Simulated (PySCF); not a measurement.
# UHF on Te (tellurium, neutral)

Configuration: [Kr] 4d10 5s2 5p4, high-spin 3P determinant. Computed with PySCF 2.14 in x2c-TZVPall (8s6p4d2f, 60 functions), with the spin-free X2C one-electron Hamiltonian (Gaussian nucleus).

* Total energy: -6790.854375 hartree
* One-electron energy: -9320.0626 hartree
* Hartree (Coulomb) energy: 2704.0779 hartree
* Exchange energy: -174.8696 hartree
* ⟨S²⟩: 2.0108
* ⟨L²⟩: 2.041
* Sum of ⟨r⟩: 37.49 bohr
* Sum of ⟨r²⟩: 61.79 bohr²
* Traceless quadrupole moment −½Σ⟨3z² − r²⟩ along its main axis: -3.28 e·bohr²
* Langevin diamagnetic susceptibility: -48.9 ×10⁻⁶ cm³/mol
* Time after the integrals: 0.37 s of wall time on 1 thread of Neoverse-V1 (shared host)

```tsv
shell	electrons	mean orbital energy (hartree)	spread (hartree)	rms radius, mean of both spins (bohr)
1s α	1	-1174.91142	0	0.0318
1s β	1	-1174.90774	0	0.0318
2s α	1	-183.73898	0	0.130
2s β	1	-183.73804	0	0.130
2p α	3	-164.79726	0.00284	0.116
2p β	3	-164.79428	0.00090	0.116
3s α	1	-38.09906	0	0.343
3s β	1	-38.09502	0	0.343
3p α	3	-31.77834	0.00801	0.343
3p β	3	-31.77241	0.00036	0.343
3d α	5	-22.18040	0.00670	0.322
3d β	5	-22.17856	0.00447	0.322
4s α	1	-7.10821	0	0.814
4s β	1	-7.09724	0	0.814
4p α	3	-5.05551	0.01864	0.878
4p β	3	-5.04273	0.00058	0.878
4d α	5	-1.95480	0.02072	1.05
4d β	5	-1.94518	0.01127	1.05
5s α	1	-0.82813	0	2.28
5s β	1	-0.66434	0	2.28
5p α	3	-0.37716	0.05418	2.84
5p β	1	-0.31012	0	2.84
```

Densities and radii are taken from the X2C orbitals without a picture-change correction, which distorts them close to the nucleus.
